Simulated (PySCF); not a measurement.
Simulated outer-valence photoelectron spectrum of `N[SiH2][AsH2]`. Method: EOM-IP-CCSD/aug-cc-pVDZ in PySCF, restricted Hartree–Fock reference, 15 core orbitals frozen, non-relativistic, gas phase, PBE0-D3(BJ)/def2-SVP geometry.

Each root has a Gaussian of 0.6 eV full width with its one-hole share as area; cross sections and vibrations are left out, and the highest printed point is 100.

| ionisation energy (eV) | intensity |
| --- | --- |
| 8.4 | 1 |
| 8.6 | 6 |
| 8.8 | 25 |
| 9.0 | 63 |
| 9.2 | 86 |
| 9.4 | 73 |
| 9.6 | 66 |
| 9.8 | 82 |
| 10.0 | 76 |
| 10.2 | 40 |
| 10.4 | 12 |
| 10.6 | 5 |
| 10.8 | 17 |
| 11.0 | 51 |
| 11.2 | 81 |
| 11.4 | 71 |
| 11.6 | 39 |
| 11.8 | 34 |
| 12.0 | 64 |
| 12.2 | 87 |
| 12.4 | 82 |
| 12.6 | 82 |
| 12.8 | 87 |
| 13.0 | 61 |
| 13.2 | 26 |
| 13.4 | 16 |
| 13.6 | 40 |
| 13.8 | 74 |
| 14.0 | 76 |
| 14.2 | 42 |
| 14.4 | 13 |
| 14.6 | 2 |
| 14.8 | 0 |
| 15.0 | 0 |
| 15.2 | 0 |
| 15.4 | 0 |
| 15.6 | 0 |
| 15.8 | 0 |
| 16.0 | 1 |
| 16.2 | 8 |
| 16.4 | 32 |
| 16.6 | 72 |
| 16.8 | 98 |
| 17.0 | 100 |
| 17.2 | 91 |
| 17.4 | 64 |
| 17.6 | 27 |
| 17.8 | 6 |
| 18.0 | 1 |

Where are the maxima, and how many lines lie under the curve?

7 maxima, at 9.2, 9.9, 11.3, 12.2, 12.8, 13.9 and 16.9 eV, from 8 lines. At this width some lines have no maximum of their own.

List the lines with their holes.

| E (eV) | leading hole (HF orbital) | area | Koopmans (eV) |
| --- | --- | --- | --- |
| 9.19 | HOMO | 0.96 | 9.57 |
| 9.89 | HOMO-1 | 0.95 | 10.84 |
| 11.25 | HOMO-2 | 0.95 | 12.00 |
| 12.19 | HOMO-3 | 0.94 | 13.00 |
| 12.80 | HOMO-4 | 0.94 | 13.64 |
| 13.91 | HOMO-5 | 0.93 | 15.15 |
| 16.75 | HOMO-6 | 0.94 | 17.99 |
| 17.23 | HOMO-7 | 0.85 | 19.01 |

The widest gap, 2.84 eV, lies between 13.91 and 16.75 eV. Only orbitals with −ε under 21 eV, eight at most, were ionised, so the high end of the curve may lack lines.

The values belong to the conformer `[NH2:1][SiH2:2][AsH2:3]`: H–N1–Si2–As3 52°, H–N1–Si2–As3 -164°, H–As3–Si2–N1 177°, H–As3–Si2–N1 84°.
